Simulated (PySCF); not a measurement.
**Simulated characterisation data**

- shieldings: GIAO PBE0/pcSseg-1
- structure optimised with GFN2-xTB
- run in PySCF
- equivalent nuclei averaged, no solvent model, one computed conformer, non-relativistic

Chemical shifts δ = σref − σ; 1H (σref 31.72) and 13C (σref 186.93) against TMS, all at this level. Where no couplings were computed, multiplicities follow the n + 1 count of equivalent neighbours, and m marks all less simple cases (inequivalent or close neighbours, rings, F or P nearby). Shifts are as computed. Against solution values, carbons near 30 ppm lie about +3 ppm off and those near 130 ppm about +5 ppm. Of 1211 compounds with measured shifts, 218 miss one by over three times the rms of a fit or turn the order of signals round; such compounds aren't used in these exercises. OH and NH positions are gas-phase values without hydrogen bonding to other molecules.

Compound 1 (C$_{6}$H$_{12}$O). 1H NMR (600 MHz, computed): δ 4.31 (q, 1H), 3.60 (q, 2H), 1.93 (s, 3H), 1.64 (d, 3H), 1.36 (t, 3H). 13C{1H} NMR (computed): δ 162.7, 92.5, 64.5, 20.6, 17.5, 13.9. Structure: `InChI=1S/C6H12O/c1-4-6(3)7-5-2/h4H,5H2,1-3H3/b6-4+`.

Compound 2 (C$_{6}$H$_{12}$O). 1H NMR (600 MHz, computed): δ 3.36 (m, 1H), 2.19 (m, 2H), 1.82 (m, 2H), 1.65 (m, 1H), 1.27 (m, 2H), 1.00 (m, 1H), 0.79 (m, 2H), -0.12 (br s, 1H). 13C{1H} NMR (computed): δ 75.1 (CH), 41.9 (CH2), 29.9 (CH2), 29.4 (CH2). Structure: SMILES OC1CCCCC1.
